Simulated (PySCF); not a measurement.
**Computed data sheet: `o1c(C)c(O)oc1=O`**

Species: C4H4O4.
Cartesian coordinates in Å at the GFN2-xTB level; atoms count from 1:
```
atom  x, y, z in Å
C1    -1.6419   -0.8253   -0.0110
C2    -0.2524   -0.3142    0.0120
O3     0.8107   -1.2033    0.1286
C4     1.9505   -0.5025    0.1227
O5     3.0506   -0.9397    0.2038
O6     1.6486    0.8247    0.0055
C7     0.2784    0.9153   -0.0619
O8    -0.2887    2.1164   -0.1815
H9    -1.7714   -1.5226   -0.8369
H10   -2.3217    0.0125   -0.1285
H11   -1.8661   -1.3520    0.9150
H12    0.4046    2.7899   -0.1939
```

GFN2-xTB geometry:

* Point group of the GFN2-xTB geometry: Cs
* Rotational constants A, B, C of the GFN2-xTB geometry: 3.561, 1.980, 1.282 GHz

From B3LYP/def2-SVPD ground state and vertical TDDFT (core frozen in the response) (PySCF):

- Dipole moment: 4.22 D
- HOMO energy: -6.44 eV
- LUMO energy: -0.47 eV
- HOMO–LUMO gap: 5.97 eV
- Lowest singlet excitation: 5.02 eV (247 nm, f = 0.000)
- Strongest line among the 8 lowest singlet transitions: S5 at 6.81 eV (182 nm, f = 0.261)
- Lowest triplet excitation (Tamm–Dancoff): 4.38 eV
- Static isotropic polarisability: 61.0 au
- Electronic spatial extent ⟨r²⟩ about the centre of nuclear charge: 872 bohr²

Monoisotopic mass from the formula: 116.0110 u.

In atomic units the dipole is 1.66 e·bohr (1 au = 2.5417 D). The principal polarisabilities are 40.6, 67.4 and 75.0 au; their mean is the isotropic value. The largest Löwdin shares of the LUMO are 0.29 on O8, 0.18 on H12, 0.16 on C7 and 0.13 on O6. S1 lies 0.95 eV below the HOMO–LUMO gap; its leading configuration is HOMO→LUMO, weight 0.99. No computed singlet falls in the visible range (750 to 380 nm, 1.65 to 3.26 eV); S1 lies 1.76 eV above its blue end. The vertical singlet–triplet gap S1 − T1 is 0.64 eV (TDDFT singlet less Tamm–Dancoff triplet).

One conformer (not necessarily the lowest) at the GFN2-xTB geometry, without solvent, vibrations or thermal averaging.
